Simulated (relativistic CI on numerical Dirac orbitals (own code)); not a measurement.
## Fe⁶⁺: resonant inelastic scattering at the L2,3 edge

Computed with this model: Dirac-Coulomb-Breit CI, orbitals from a KLI potential per configuration, QED by a radiative potential, valence Slater integrals scaled by 0.7, Kramers-Heisenberg scattering through one core-hole configuration in a parametric crystal field; configurations [Ar] 3d2 → [He] 2s2 2p5 3s2 3p6 3d3; 10 K; core-hole width 0.6 eV; summed over polarisations. Incident energies are the highest absorption maxima for each field (at most a few, so the weaker spin-orbit partner edge can be absent), on the computed scale of the free ion. Intensities are in per cent of the strongest line above 0.02 eV; levels within 1 cm⁻¹ are merged; final levels count from the ground level, the first row holds all elastic scattering, lines under 0.4 are left out and each table stops after 24 rows. The scale of the Slater integrals is a model choice and moves the terms in proportion.

Field parameters in Wybourne normalisation: Oh B⁴₀ = 21Dq, B⁴₄ = √(5/14) B⁴₀. The field is a parameter set, without covalency.

S is read from ⟨S²⟩ = S(S + 1).

Oh, 10Dq = 5900 cm⁻¹:

| Final level (eV) | Degeneracy | Irrep | S | 724.8 eV | 726.5 eV | 738.1 eV |
| --- | --- | --- | --- | --- | --- | --- |
| 0.000 | 2 | E | 1.00 | 427.3 | 107.0 | 237.8 |
| 0.017 | 3 | T2 | 1.00 | 174.2 | 32.8 | 127.2 |
| 0.135 | 3 | T1 | 1.00 | 25.1 | 8.6 | 12.7 |
| 0.200 | 1 | A1 | 1.00 | 9.8 | 3.4 | 0.8 |
| 0.668 | 1 | A2 | 1.00 | 31.4 | 10.9 | 0.1 |
| 0.672 | 3 | T2 | 1.00 | 20.5 | 11.2 | 26.0 |
| 0.735 | 3 | T1 | 1.00 | 22.2 | 41.9 | 5.9 |
| 0.747 | 2 | E | 1.00 | 9.8 | 5.8 | 50.8 |
| 1.450 | 3 | T2 | 1.00 | 8.8 | 57.4 | 10.4 |
| 1.980 | 3 | T2 | 0.06 | 21.4 | 16.7 | 9.5 |
| 2.077 | 2 | E | 0.07 | 19.5 | 6.0 | 42.5 |
| 2.567 | 1 | A1 | 1.00 | 2.4 | 9.2 | 100.0 |
| 2.614 | 3 | T1 | 1.00 | 0.5 | 13.3 | 10.2 |
| 2.694 | 3 | T2 | 0.98 | 0.2 | 6.8 | 2.9 |
| 2.699 | 2 | E | 0.98 | 0.7 | 32.1 | 19.7 |
| 3.101 | 3 | T2 | 0.02 | 1.6 | 2.2 | 20.1 |
| 3.379 | 3 | T1 | 0.00 | 7.8 | 2.1 | 21.3 |
| 3.392 | 1 | A1 | 0.00 | 3.4 | 1.3 | 19.4 |
| 3.723 | 2 | E | 0.01 | 1.5 | 4.8 | 4.1 |
| 7.353 | 1 | A1 | 0.00 | 0.1 | 0.0 | 3.7 |

Oh, 10Dq = 13250 cm⁻¹:

```
Final level (eV)  Degeneracy  Irrep     S  725.1 eV  726 eV  738.5 eV
           0.000           2      E  1.00     721.9   197.1     267.4
           0.008           3     T2  1.00     180.6    49.0     126.8
           0.121           3     T1  1.00      20.8    12.9      16.7
           0.178           1     A1  1.00      19.8    19.5       1.6
           1.478           3     T2  0.98       1.1    22.1      26.2
           1.482           1     A2  1.00      11.1    22.0       1.2
           1.543           3     T1  1.00      16.4     6.9      25.9
           1.548           2      E  1.00      11.0    14.9      56.4
           2.026           3     T2  0.07      32.7    19.2      19.8
           2.071           2      E  0.02      12.9     9.5      22.4
           3.161           3     T2  0.99      10.2    15.2      44.3
           3.303           1     A1  0.99       0.1     8.5     100.0
           3.351           3     T1  1.00      10.3     4.9      17.0
           3.413           3     T2  0.99       4.2     2.5       5.2
           3.419           2      E  0.99       1.9     5.0       5.3
           3.802           3     T2  0.06       2.5     0.7      15.2
           3.876           1     A1  0.02       3.3     4.8      19.5
           4.193           3     T1  0.00      15.3    17.3      43.9
           5.368           2      E  0.00       0.4     0.1       5.5
```

Oh, 10Dq = 20650 cm⁻¹:

| Final level (eV) | Degeneracy | Irrep | S | 725.5 eV | 736 eV | 738.7 eV |
| --- | --- | --- | --- | --- | --- | --- |
| 0.000 | 2 | E | 1.00 | 949.4 | 176.4 | 285.9 |
| 0.005 | 3 | T2 | 1.00 | 132.7 | 30.5 | 137.1 |
| 0.113 | 3 | T1 | 1.00 | 45.0 | 30.4 | 49.5 |
| 0.166 | 1 | A1 | 1.00 | 47.3 | 35.3 | 16.1 |
| 1.974 | 3 | T2 | 0.12 | 11.3 | 5.4 | 86.3 |
| 2.043 | 2 | E | 0.01 | 11.5 | 17.5 | 32.6 |
| 2.345 | 1 | A2 | 1.00 | 3.9 | 26.3 | 7.2 |
| 2.387 | 3 | T2 | 0.96 | 26.8 | 27.0 | 5.8 |
| 2.404 | 3 | T1 | 1.00 | 9.5 | 57.3 | 23.1 |
| 2.407 | 2 | E | 1.00 | 36.1 | 37.6 | 44.9 |
| 4.058 | 1 | A1 | 0.63 | 4.0 | 9.0 | 100.0 |
| 4.168 | 3 | T1 | 1.00 | 15.3 | 7.6 | 5.4 |
| 4.206 | 1 | A1 | 0.60 | 4.0 | 7.0 | 4.0 |
| 4.221 | 3 | T2 | 0.98 | 2.0 | 19.2 | 9.8 |
| 4.229 | 2 | E | 1.00 | 2.2 | 2.0 | 3.6 |
| 4.593 | 3 | T2 | 0.12 | 17.1 | 4.3 | 15.6 |
| 4.966 | 3 | T2 | 0.97 | 4.0 | 13.2 | 13.4 |
| 5.056 | 3 | T1 | 0.00 | 17.3 | 16.2 | 41.9 |
| 7.122 | 2 | E | 0.00 | 0.9 | 2.3 | 9.7 |

For the first field the strongest loss at the lowest incident energy is the level at 0.67 eV (S = 1.00, against 1.00 in the thermal ground state). Levels of other spin, the first over 8 % at 1.98 eV, appear because spin-orbit coupling of the core hole, and in heavier ions of the valence shell too, mixes spins.
